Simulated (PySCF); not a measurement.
CH₄BrFO₂Si, SMILES F[Si](Br)(OC)O. Atoms are numbered in the order given.

```xyz
10

C     -2.2488    -0.1075    -1.4110
O     -1.2520     0.8302    -1.0489
Si     0.2550     0.5075    -0.5326
O      1.1128    -0.2221    -1.7239
F      0.9193     1.9127    -0.1202
Br     0.2392    -0.7678     1.2919
H     -1.9312    -0.7142    -2.2758
H     -2.4856    -0.7828    -0.5708
H     -3.1579     0.4477    -1.6832
H      1.9642    -0.6168    -1.5004
```
Charge 0, spin multiplicity 1.

Geometry: B3LYP-D3(BJ)/def2-SVP. One conformer was computed; it need not be the lowest.

Computed with PySCF 2.14.0 with TDA-PBE/def2-SVPD.

Vertical excitations. The molecule is in vacuum.

| state | energy (eV) | λ (nm) | f | main pairs |
|---|---|---|---|---|
| S1 | 6.27 | 198 | 0.014 | HOMO→LUMO 98 % |
| S2 | 6.51 | 190 | 0.026 | HOMO−1→LUMO 98 % |
| S3 | 6.71 | 185 | 0.046 | HOMO−2→LUMO 96 % |
| S4 | 7.03 | 176 | 0.017 | HOMO−3→LUMO 95 % |
| S5 | 7.30 | 170 | 0.020 | HOMO→LUMO+1 91 % |
| S6 | 7.45 | 166 | 0.012 | HOMO−1→LUMO+1 94 % |
| S7 | 7.53 | 165 | 0.014 | HOMO→LUMO+2 98 % |
| S8 | 7.62 | 163 | 0.005 | HOMO−2→LUMO+1 90 % |
| S9 | 7.72 | 161 | 0.051 | HOMO−4→LUMO 84 % |
| S10 | 7.76 | 160 | 0.008 | HOMO−1→LUMO+2 92 % |
| T1 | 6.08 | 204 | 0 | HOMO→LUMO 98 % |
| T2 | 6.25 | 198 | 0 | HOMO−1→LUMO 98 % |
| T3 | 6.47 | 192 | 0 | HOMO−2→LUMO 98 % |
| T4 | 6.83 | 182 | 0 | HOMO−3→LUMO 97 % |
Triplets are in the Tamm–Dancoff approximation.
